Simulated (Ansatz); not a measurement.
`N#CBCl` + HBr → `ClBBr` + `C#N` at 500 K and 1 bar (ligand exchange at a B–C bond).

Calculated with Ansatz (gas phase, PBE0-D4/def2-TZVP geometries, no zero-point term in ΔE). CCSD(T)/CBS is the MP2 limit (def2-TZVPP, def2-QZVPP) plus CCSD(T) − MP2 in def2-TZVPP, frozen cores. This one scheme is used for every species. For Br outer-core shells are correlated without core-valence functions, which leaves a few kJ/mol of doubt a bond. Scalar relativity is left out up to krypton.

```
 species  CCSD(T)/CBS energy (Eh)  H − E (kJ/mol)  S (J/(mol·K))
`N#CBCl`               -577.94276            85.8          323.0
     HBr              -2573.91920            30.5          213.7
 `ClBBr`              -3058.55678            61.3          314.7
   `C#N`                -93.32098            60.1          220.8
```

H − E and S are ideal-gas, rigid-rotor, harmonic terms from PBE0-D4/def2-TZVP. 1 Eh = 2625.50 kJ/mol, R = 8.31446 J/(mol·K).

Task: By hand: ΔE, ΔH, ΔS and ΔG.

Result: ΔE = (-3058.55678) + (-93.32098) − (-577.94276) − (-2573.91920) = -0.01580 Eh = -41.5 kJ/mol. Δ(H − E) = 61.3 + 60.1 − 85.8 − 30.5 = 5.1, so ΔH = -36.4 kJ/mol. ΔS = 314.7 + 220.8 − 323.0 − 213.7 = -1.2 J/(mol·K). ΔG = -36.4 − 500 × (-1.2)/1000 = -35.8 kJ/mol.

Task: By hand: the equilibrium constant, and the temperature at which ΔG would vanish if ΔH and ΔS stayed fixed.

Result: log₁₀ K = −ΔG/(RT ln 10) = 3.7. ΔG = 0 at ΔH/ΔS = 30333 K, far beyond where these terms or the molecules hold.

The number of gas molecules stays the same, so ΔS is small and ΔH decides. A doubt of 5 kJ/mol in ΔE shifts log₁₀ K by 0.5 here. These are equilibria of isolated gas molecules and say nothing of rates. Largest T1 diagnostic: 0.014 (customary marks: 0.02 for closed shells, 0.045 for open ones).
